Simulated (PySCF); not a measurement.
Electron correlation in Br²⁺ (bromine, charge +2)

[Ar] 3d10 4s2 4p3, high-spin 4S determinant. Computed with PySCF 2.14 in def2-TZVP (6s5p4d1f, 48 functions), with no relativity, point nucleus. Frozen: [Ar] 3d10; 5 electrons correlated.

MP2 pair energies summed by pair of shells (mhartree):

| pair | energy | share (%) |
| --- | --- | --- |
| 4s-4p | -53.28 | 67.0 |
| 4p-4p | -17.63 | 22.2 |
| 4s-4s | -8.62 | 10.8 |

Total MP2 correlation energy: -79.53 mhartree.

Same-spin part -20.63 and opposite-spin part -58.91 mhartree; SCS-MP2 scales them by 1/3 and 6/5 to -77.57 mhartree.

```json
{"level": "CCSD", "correlation energy (mhartree)": "-94.80"}
{"level": "(T)", "correlation energy (mhartree)": "-2.45"}
{"level": "CCSD(T)", "correlation energy (mhartree)": "-97.25"}
```

Diagnostics: T1 = 0.0017, D1 = 0.0033, largest double amplitude 0.052.

**Question.** Is a single reference adequate?

**Answer.** Yes, within this model without spin-orbit coupling: T1 lies below 0.03 and no double amplitude reaches 0.07.
